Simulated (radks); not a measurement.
Problem. Excited configurations of Sn: one electron is placed in a higher orbital outside [Kr] 4d10 5s2 5p1. The ground configuration is [Kr] 4d10 5s2 5p2. All-electron calculation, scalar-relativistic Kohn-Sham, PBE, spin-polarised, spherical densities, finite nucleus; open shells are filled with parallel spins first (spin-orbit coupling, left out, can overturn this in heavy ions); Fermi nuclear charge, rms radius 4.6519 fm. Program: a radial shooting solver on a logarithmic mesh with Libxc functionals. Excitation = E - E(ground); binding = E(ion) - E, where the ion is the core of charge +1; n* = 1/sqrt(2 binding) in atomic units, and the quantum defect is n - n*.

| outer orbital | excitation (eV) | binding (eV) | n* | quantum defect | eigenvalue (eV) | <r> (bohr) |
|---|---|---|---|---|---|---|
| 4f | 6.337 | 0.972 | 3.742 | 0.258 | -0.476 | 16.47 |
| 5d | 5.366 | 1.943 | 2.646 | 2.354 | -0.738 | 8.077 |
| 5f | 6.625 | 0.684 | 4.460 | 0.540 | -0.405 | 27.79 |
| 6p | 5.105 | 2.204 | 2.484 | 3.516 | -1.267 | 9.199 |
| 6d | 6.082 | 1.227 | 3.331 | 2.669 | -0.691 | 15.73 |
| 6f | 6.806 | 0.503 | 5.200 | 0.800 | -0.321 | 41.48 |
| 7p | 6.063 | 1.246 | 3.304 | 3.696 | -0.766 | 17.52 |
| 7d | 6.512 | 0.797 | 4.131 | 2.869 | -0.503 | 26.29 |

Estimate the row for 6s.

Solution. excitation (eV) 4.125; binding (eV) 3.184; n* 2.067; quantum defect 3.933; eigenvalue (eV) -1.887; <r> (bohr) 6.948. The Delta-SCF ionisation energy is 7.309 eV (NIST Atomic Spectra Database: 7.344 eV, measured). Self-interaction in the functional shifts the binding energies and quantum defects, so they are the method's values and not measured ones. Open shells are spherical and high-spin; term and fine-structure splittings are not resolved. Spin-orbit splitting is averaged out at the scalar-relativistic level.
